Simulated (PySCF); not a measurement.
TaO3, SMILES [O]=[Ta](=[O])=[O] (connectivity only; charge and spin as stated), neutral, multiplicity 2. Atoms are numbered in the order given.

```xyz
4

Ta     0.0284     0.1721     0.0000
O      0.7509    -0.5593     1.4269
O     -1.7605    -0.4518     0.0000
O      0.7509    -0.5593    -1.4269
```
Charge 0, spin multiplicity 2.

Geometry: B3LYP-D3(BJ)/def2-TZVP. The multiplicity is an assumed one; other spin states were not compared. The def2 effective core potentials stand for the cores of Ta; spin–orbit coupling is left out.

The numbers are results of TDA-PBE/def2-SVPD run with PySCF 2.14.0, not measurements.

Vertical excitations. The molecule is in vacuum.

### Question
Give excitation energies, oscillator strengths and character. (An estimate is asked for; the answer gives what the named calculation found.)

### Answer

```json
[
 {"state": "root 1", "energy (eV)": "0.59", "λ (nm)": "2099", "f": "0.003", "main pairs": "β HOMO→LUMO 94 %"},
 {"state": "root 2", "energy (eV)": "0.64", "λ (nm)": "1943", "f": "0.002", "main pairs": "β HOMO−1→LUMO 94 %"},
 {"state": "root 3", "energy (eV)": "1.28", "λ (nm)": "967", "f": "0.000", "main pairs": "β HOMO−2→LUMO 99 %"},
 {"state": "root 4", "energy (eV)": "1.99", "λ (nm)": "622", "f": "0.003", "main pairs": "β HOMO−3→LUMO 93 %"},
 {"state": "root 5", "energy (eV)": "2.23", "λ (nm)": "555", "f": "0.000", "main pairs": "β HOMO−4→LUMO 96 %"},
 {"state": "root 6", "energy (eV)": "2.29", "λ (nm)": "541", "f": "0.001", "main pairs": "β HOMO−5→LUMO 89 %"},
 {"state": "root 7", "energy (eV)": "2.52", "λ (nm)": "491", "f": "0.001", "main pairs": "β HOMO→LUMO+1 94 %"},
 {"state": "root 8", "energy (eV)": "2.66", "λ (nm)": "466", "f": "0.000", "main pairs": "β HOMO−1→LUMO+1 85 %, β HOMO−6→LUMO 14 %"},
 {"state": "root 9", "energy (eV)": "2.77", "λ (nm)": "448", "f": "0.003", "main pairs": "α HOMO→LUMO 20 %, β HOMO−7→LUMO 73 %"},
 {"state": "root 10", "energy (eV)": "2.89", "λ (nm)": "430", "f": "0.018", "main pairs": "α HOMO−1→LUMO 16 %, β HOMO−6→LUMO 56 %, β HOMO−1→LUMO+1 11 %"}
]
```
Unrestricted roots are not spin-pure.
